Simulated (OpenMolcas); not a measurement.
Ir3+: effect of the metal basis and ligand basis

Ir3+ with 4 ligands (chloride) in tetrahedral coordination (Td) at 2.31 Å. A charge of +0.25 e stands 3.2 Å behind each ligand.

- Program: OpenMolcas 26.06
- Method: CASSCF
- Spin-orbit coupling: state interaction with AMFI integrals over the reference wave functions

Fixed: active space 6 electrons in 5 orbitals (5d), DKH2 Hamiltonian.

States (labels of Td). Energies in cm-1 above the lowest state or level, χT in cm3 K/mol.

| Run | Metal basis | Ligand basis | Ground state | First state of that spin | First gap with spin-orbit (degeneracies) | χT at 300 K | First state of another spin | Cost |
| --- | --- | --- | --- | --- | --- | --- | --- | --- |
| A | ANO-RCC-VDZP | ANO-RCC-VDZP | 5E | 5T2 8685 | 377.0 (1, 2) | 2.626 | 3T1 5216 | roughly 2.4 core-minutes |
| B | ANO-RCC-VTZP | ANO-RCC-VTZP | 5E | 5T2 8572 | 392.2 (1, 2) | 2.705 | 3T1 5552 | roughly 7 core-minutes |

Against A, the first state of the same spin changes by -1.3 % in B.

Costs are those of the RASSCF and RASSI steps.

An orbital doublet at a regular site is open to a Jahn-Teller distortion, which this geometry leaves out. Without dynamic correlation the repulsion within the d shell is too large (B by tens of per cent), so at a given field states of lower spin stand too high. This shell can be high or low spin here, a state of another spin lies low, and with metal d orbitals alone active their balance is uncertain, so the ground spin may be wrong. With metal d orbitals alone the field can be off either way by tens of per cent. Ligand-to-metal charge-transfer states are missing. With no ligand orbital active B as a rule stays too high, so bands that hang on it stand too high and its fall with covalency is understated. Spin-orbit coupling mixes the spin-free states strongly: the lowest level takes only 68 % from its leading state, 5E (figures for A; the like holds for B). The least metal-like active orbital is 74 % on the metal (Löwdin) and no ligand orbital is active, so the numbers are rough (holds for A). The least metal-like active orbital is 71 % on the metal (Löwdin) and no ligand orbital is active, so the numbers are rough (holds for B). No measured value stands beside these numbers; the geometry is a model, was not optimised and need not be the one that this ion takes.
